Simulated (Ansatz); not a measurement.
# Worked example: C2HBrClF3 + C3H5F → C2HClF4 + C3H5Br

Species: C2HBrClF3 `FC(Cl)C(F)(F)Br`, singlet; C3H5F (allyl fluoride) `C=CCF`, singlet; C2HClF4 `FC(Cl)C(F)(F)F`, singlet; C3H5Br `C=CCBr`, singlet. The partners trade Br for F; both sit on C, so the bond types are kept.

Shapes, held fixed at every level: PBE0-D4/def2-TZVP. Flexible molecules stand in one conformer, not always the lowest. Programs: Ansatz 0.2.0. Electronic energies: no zero-point or thermal term.

At CCSD(T)/def2-TZVPP; 1 Eh = 2625.50 kJ/mol:

```
  species   energy (Eh)
C2HBrClF3  -3408.315117
    C3H5F   -216.815539
  C2HClF4   -935.364824
   C3H5Br  -2689.792905
```

Task: Work out ΔE of the reaction at this level.

Result: 
1. Products less reactants: (-935.364824) + (-2689.792905) − [(-3408.315117) + (-216.815539)] = -0.027073 Eh = -71.1 kJ/mol.

Other levels give -85.4 (HF/def2-TZVPP) to -60.6 kJ/mol (PBE-D4/def2-TZVPP). No measured value is set beside it here. Relativity is left out for Br. Outer-core shells of Br are correlated in most correlated rows, in sets that cover them unevenly.
